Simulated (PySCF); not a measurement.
Identify the compound

Molecular formula: C2H9ClOSi2. Simulated spectra:

¹H NMR (300 MHz, computed): δ 5.24 (q, 2H), 5.06 (t, 2H), 2.95 (t, 2H), 0.51 (t, 3H).

¹³C{¹H} NMR (computed): δ 34.5, -0.3.

[PySCF 2.14.0 with density-fitted response routines: GIAO PBE0/pcSseg-1 shieldings; geometry: GFN2-xTB; rapidly exchanging positions averaged; no solvent; relativity neglected; single conformer]

Chemical shifts δ = σref − σ; TMS for ¹H and ¹³C, all at this level.

Problem. Deduce the structure.

Solution. 
1. Rings plus π bonds: 0.
2. 2 carbon signals for 2 carbons: no two carbons are equivalent.
3. Carbon types of the structure: 1 × CH2, 1 × CH3, leaving 4 H on heteroatoms.
4. δC 34.5: sp3 CH2 bonded to Cl and Si; pulled downfield by the heteroatom.
5. δC -0.3: methyl carbon bonded to Si; an electropositive neighbour leaves it electron-rich and shielded.
6. δH 5.24, 5.06: hydrogen on a silicon bonded to C, O.
7. δH 2.95: hydrogen on an sp3 CH2 bonded to Cl and Si; its carbon carries Cl, an electronegative neighbour.
8. δH 0.51: hydrogen on a methyl carbon bonded to Si; an electropositive neighbour shields it, as in TMS itself.

These data were computed for `C[SiH2]O[SiH2]CCl`.

The shifts were computed for this structure.

Carbons that carry Cl, above all several Cl atoms, come out too deshielded, partly because spin–orbit coupling is missing. Shifts are as computed. Against solution values, carbons near 30 ppm lie about +3 ppm off and those near 130 ppm about +5 ppm; carbons on Cl a further +6 ppm. Of 1211 compounds with measured shifts, 218 miss one by over three times the rms of a fit or turn the order of signals round; such compounds aren't used in these exercises. No couplings were computed; multiplicities are counted from neighbouring protons, with m where these are inequivalent, close in shift, in a saturated or five-membered ring or joined by F or P, and br s for small geminal =CH2 splittings.
